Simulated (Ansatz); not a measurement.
Molecule: GaH₂ (charge +1, singlet). 
Geometry from a B3LYP-D3(BJ)/def2-TZVP (Ansatz, a quantum-chemistry and plane-wave program) optimisation:
```xyz
3

Ga     0.0000     0.0000     0.0000
H      0.0000     0.0000     1.5293
H      0.0000     0.0000    -1.5293
```
Charge +1, spin multiplicity 1.

Task: Give the harmonic wavenumbers at B3LYP-D3(BJ)/def2-TZVP (Ansatz, finite differences of forces, unscaled).

Result: 676, 676, 2070, 2166 cm⁻¹. Zero-point energy 8.0 kcal/mol.

Task: From these and the geometry, give the ideal-gas thermochemistry at 298.15 K and 1 atm (rigid rotor, harmonic oscillator).

Result: Point group D∞h, rotational symmetry number 2. Rotational constants 107.2, 107.2 GHz. S(trans) 38.73, S(rot) 8.68, S(vib) 0.67, S(elec, spin only) 0.00, S 48.1 cal/(mol K). H(298) - H(0) 2.23 kcal/mol; G - E(el) -4.1 kcal/mol.
